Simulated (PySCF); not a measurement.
# Working out the ionisation energy of Pt

Pt [Xe] 4f14 5d9 6s1 (3D) → Pt⁺ [Xe] 4f14 5d9 (2D). All numbers are calculated (PySCF 2.14, a scalar-relativistic core potential, in def2-QZVPPD with the def2 core potential (60 electrons)). Frozen: 5s2 5p6. Energies in hartree (1 hartree = 27.21139 eV):

| part | Pt (lower) | Pt⁺ (upper) |
| --- | --- | --- |
| UHF | -118.400258 | -118.121887 |
| CCSD correlation | -0.303251 | -0.261429 |
| (T) | -0.014907 | -0.011468 |

Question: What does Hartree-Fock give?

Answer: (-118.121887) − (-118.400258) = 0.278371 hartree = 7.575 eV.

Question: What do CCSD and CCSD(T) give?

Answer: The CCSD correlation energies differ by 0.041822 hartree = 1.138 eV and the triples by 0.003439 hartree = 0.094 eV, so CCSD gives 8.713 eV and CCSD(T) 8.807 eV.

Reference: 8.959 eV (measured; NIST Atomic Spectra Database, ionization energies), between the lowest levels; spin-orbit coupling is absent from the calculation.

What remains against the reference includes basis incompleteness, the frozen core and higher excitations.
